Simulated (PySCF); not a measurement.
```xyz
13

Si    -1.7268    -1.6633     0.1064
Ga    -0.0173     0.0364     0.0316
Si     2.2747    -0.6470     0.3470
Si    -0.5633     2.3396    -0.4236
H     -3.0086    -1.2572    -0.5323
H     -1.2778    -2.9377    -0.5204
H     -2.0103    -1.9511     1.5434
H      3.1807     0.4577     0.7631
H      2.3999    -1.7478     1.3423
H      2.7731    -1.1715    -0.9580
H     -0.3966     2.5529    -1.8913
H      0.3400     3.2974     0.2710
H     -1.9677     2.6917    -0.0792
```

Charge 0, multiplicity 1.

Question: Give the Mulliken and meta-Löwdin atomic charges from PBE-D3(BJ)/def2-TZVP // r2SCAN-D4/def2-TZVP (PySCF).

Answer: 
```tsv
atom	Mulliken (e)	meta-Löwdin (e)
Si1	-0.05	0.15
Ga2	0.25	0.07
Si3	-0.05	0.14
Si4	-0.05	0.15
H5	-0.01	-0.06
H6	-0.01	-0.06
H7	-0.01	-0.05
H8	-0.01	-0.06
H9	-0.01	-0.06
H10	-0.01	-0.05
H11	-0.01	-0.05
H12	-0.01	-0.06
H13	-0.01	-0.06
```
